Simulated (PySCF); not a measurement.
C₂H₆BFN₂.
SMILES with atom numbers: `[CH3:1][NH2+:2][B@H-:3]([F:4])[C:5]#[N:6]` (hydrogens: H7, H8, H9 on C1; H10, H11 on N2; H12 on B3)
Bond orders are those of one Lewis drawing.

Method: PBE0-D3(BJ)/def2-SVP geometry optimisation, gas phase in PySCF 2.14.0; density fitting, grid level 1; the optimiser is geomeTRIC in internal coordinates, started from a GFN2-xTB structure with every atom displaced at random (about 0.01 Å).

Step 1: E = -8531.0072 eV
```
atom  x, y, z in Å  |  force x, y, z in eV/Å
C1     -1.1272    0.8696   -0.0613    0.235  -0.316   0.043
N2     -0.4791   -0.1698    0.7577   -0.315  -0.031   0.264
B3      1.0313   -0.7329    0.3971   -0.667   0.585  -0.867
F4      1.2208   -1.6869    1.3533    0.310  -0.441   0.404
C5      1.9252    0.5781    0.5162    0.131  -0.094   0.062
N6      2.4711    1.5978    0.5988    0.039   0.061  -0.018
H7     -2.1031    1.1468    0.3563   -0.023   0.023   0.010
H8     -1.2556    0.4953   -1.0823    0.016  -0.042  -0.069
H9     -0.4672    1.7390   -0.0896    0.087   0.201  -0.014
H10    -1.0477   -1.0207    0.7858   -0.032   0.065  -0.009
H11    -0.4190    0.1456    1.7303   -0.019   0.001   0.007
H12     0.9129   -1.1351   -0.7639    0.237  -0.012   0.187
```

Step 2: E = -8531.0434 eV
```
atom  x, y, z in Å  |  force x, y, z in eV/Å
C1     -1.1196    0.8648   -0.0568    0.127  -0.043  -0.062
N2     -0.5069   -0.1741    0.7801    0.116  -0.176   0.164
B3      1.0063   -0.7184    0.3886   -0.169   0.177  -0.297
F4      1.2613   -1.6920    1.3307    0.011  -0.061   0.133
C5      1.9200    0.5825    0.5070   -0.053   0.034   0.080
N6      2.4812    1.5949    0.5846    0.031  -0.011  -0.020
H7     -2.1020    1.1581    0.3363   -0.009   0.018  -0.017
H8     -1.2286    0.4789   -1.0782    0.011   0.011  -0.002
H9     -0.4497    1.7350   -0.0813   -0.022  -0.012   0.005
H10    -1.0834   -1.0190    0.8014   -0.029   0.024  -0.025
H11    -0.4500    0.1398    1.7534    0.021   0.013  -0.019
H12     0.9338   -1.1236   -0.7673   -0.036   0.025   0.060
```

**Question.** Estimate the geometry and energy of step 3. (The exact step hangs on the optimiser's Hessian estimate; all steps are aligned on step 2, rigid shifts and turns removed.)

**Answer.** E = -8531.0516 eV, largest force 0.142 eV/Å
```
atom  x, y, z in Å  |  force x, y, z in eV/Å
C1     -1.0974    0.8555   -0.0548   -0.013   0.068  -0.054
N2     -0.5115   -0.1845    0.7967    0.081  -0.108   0.044
B3      0.9869   -0.7098    0.3798   -0.027   0.017   0.041
F4      1.2673   -1.6886    1.3190    0.007   0.016  -0.016
C5      1.8949    0.5960    0.5030   -0.006   0.033   0.028
N6      2.4581    1.6076    0.5783    0.014  -0.029  -0.006
H7     -2.0827    1.1676    0.3176   -0.001  -0.001  -0.014
H8     -1.1935    0.4648   -1.0760    0.010   0.007   0.015
H9     -0.4170    1.7182   -0.0746   -0.027  -0.035   0.008
H10    -1.0960   -1.0235    0.8139   -0.018   0.013  -0.015
H11    -0.4495    0.1301    1.7693    0.008   0.027  -0.018
H12     0.9030   -1.1067   -0.7737   -0.027  -0.009  -0.013
```

The energy changes by -0.0082 eV. The first-order estimate −F·Δx gives -0.0143 eV and the mean of the old and new forces, exact on a quadratic surface, -0.0078 eV. The step makes an angle of 73° with the force vector and moves no atom by more than 0.038 Å.

The cost below is that of the whole optimisation. Time: 64 s of wall time; peak memory 0.48 GiB. Hardware: one thread of an Arm Neoverse V1, on a shared host.
